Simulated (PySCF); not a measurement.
Species: C₅H₁₂OSi₂.
Numbering: `[CH2:1]=[CH:2][C:3](=[CH2:4])[O:5][SiH2:6][CH2:7][SiH3:8]` (hydrogens: H9, H10 on C1; H11 on C2; H12, H13 on C4; H14, H15 on Si6; H16, H17 on C7; H18, H19, H20 on Si8)

The same species was optimised twice, with GFN2-xTB and with PBE0-D3(BJ)/def2-SVP (PySCF), and the same property calculations (PySCF, gas phase) were run on both structures.

```tsv
coordinate	GFN2-xTB	PBE0-D3(BJ)/def2-SVP	change
O5–Si6 (Å)	1.624	1.683	+0.059
Si6–C7 (Å)	1.900	1.868	-0.032
C3=C4 (Å)	1.334	1.346	+0.012
C7–Si8 (Å)	1.899	1.888	-0.011
C1=C2 (Å)	1.327	1.337	+0.010
C3–O5 (Å)	1.350	1.355	+0.005
C2–C3 (Å)	1.462	1.463	+0.001
C3–O5–Si6 (°)	136.2	127.8	-8.4
O5–Si6–C7 (°)	113.3	111.4	-1.9
Si6–C7–Si8 (°)	117.8	119.7	+1.9
C2–C3–O5 (°)	114.6	114.1	-0.5
C2–C3–C4 (°)	121.9	122.3	+0.4
C4–C3–O5 (°)	123.5	123.7	+0.2
C1–C2–C3 (°)	123.9	123.9	0.0
C1–C2–C3–C4 (°)	177	-179	+4
C2–C3–O5–Si6 (°)	-177	-152	+25
C3–O5–Si6–C7 (°)	74	67	-7
O5–Si6–C7–Si8 (°)	-69	-57	+12
```

Rotational constants: A = 2279, B = 776.6, C = 665.0 MHz (GFN2-xTB) against A = 1833, B = 912.5, C = 787.7 MHz (PBE0-D3(BJ)/def2-SVP). Point groups within 0.08 Å: C1 and C1. Atoms that the bonding makes alike are paired by their places after alignment.

On the GFN2-xTB structure: HOMO (eV) -6.61 [PBE0/pcSseg-1]; LUMO (eV) -0.76 [PBE0/pcSseg-1]; dipole (D) 0.56 [PBE0/pcSseg-1]; GIAO shielding of C1 (ppm) 63.4 [PBE0/pcSseg-1]; GIAO shielding of C2 (ppm) 45.5 [PBE0/pcSseg-1]; GIAO shielding of C3 (ppm) 22.9 [PBE0/pcSseg-1]; GIAO shielding of C4 (ppm) 87.6 [PBE0/pcSseg-1]; GIAO shielding of O5 (ppm) 228.7 [PBE0/pcSseg-1]; GIAO shielding of Si6 (ppm) 371.4 [PBE0/pcSseg-1]; GIAO shielding of C7 (ppm) 192.5 [PBE0/pcSseg-1]; GIAO shielding of Si8 (ppm) 419.9 [PBE0/pcSseg-1].

Task: What do these properties become on the PBE0-D3(BJ)/def2-SVP structure?

Result: 
```csv
property,level,on GFN2-xTB,on PBE0-D3(BJ)/def2-SVP,change
HOMO (eV),PBE0/pcSseg-1,-6.61,-6.57,+0.04
LUMO (eV),PBE0/pcSseg-1,-0.76,-0.84,-0.08
dipole (D),PBE0/pcSseg-1,0.56,0.93,+0.37
"energy, GFN2-xTB geometry as zero (kcal/mol)",PBE0/pcSseg-1,0.0,-3.2,-3.2
GIAO shielding of C1 (ppm),PBE0/pcSseg-1,63.4,60.1,-3.3
GIAO shielding of C2 (ppm),PBE0/pcSseg-1,45.5,42.8,-2.7
GIAO shielding of C3 (ppm),PBE0/pcSseg-1,22.9,20.1,-2.8
GIAO shielding of C4 (ppm),PBE0/pcSseg-1,87.6,85.1,-2.5
GIAO shielding of O5 (ppm),PBE0/pcSseg-1,228.7,226.5,-2.2
GIAO shielding of Si6 (ppm),PBE0/pcSseg-1,371.4,366.8,-4.6
GIAO shielding of C7 (ppm),PBE0/pcSseg-1,192.5,191.6,-0.9
GIAO shielding of Si8 (ppm),PBE0/pcSseg-1,419.9,418.1,-1.8
```

The heavy atoms differ by 0.376 Å rms after alignment. Among bonds between heavy atoms O5–Si6 changes most (+0.059 Å). Changes are differences of the printed values. Neither structure is proved a minimum here.

Shape of the structure used: `[CH2:1]=[CH:2][C:3](=[CH2:4])[O:5][SiH2:6][CH2:7][SiH3:8]`: C1–C2–C3–C4 -179°, C2–C3–O5–Si6 -152°, C3–O5–Si6–C7 67°, O5–Si6–C7–Si8 -57°.
